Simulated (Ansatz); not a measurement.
CHN2, SMILES `N#C[NH+]` (lower triplet) (charge 1, multiplicity 3). This triplet lies 1.19 eV below the relaxed singlet at the level B3LYP/cc-pVTZ // PBE0-D3(BJ)/def2-TZVP (Ansatz, a quantum-chemistry and plane-wave program).

Cartesian coordinates (Å):
```xyz
4

N      1.7773     0.1806     0.2118
C      0.5087     0.0517     0.0607
N     -0.6403    -0.0650    -0.0761
H     -1.6458    -0.1674    -0.1964
```
Charge +1, spin multiplicity 3.

Frozen-core energies in cc-pVTZ from Ansatz at a geometry from PBE0-D3(BJ)/def2-TZVP; the HF reference has <S^2> = 2.28 and the T1 diagnostic is 0.038.

```csv
level,energy (Ha),difference from CCSDT(Q) (mHa)
HF,-147.01175,489.91
MP2,-147.43642,65.24
CCSD,-147.47577,25.89
CCSD(T),-147.49817,3.49
CCSDT,-147.49981,1.85
CCSDT(Q),-147.50166,0.00
```
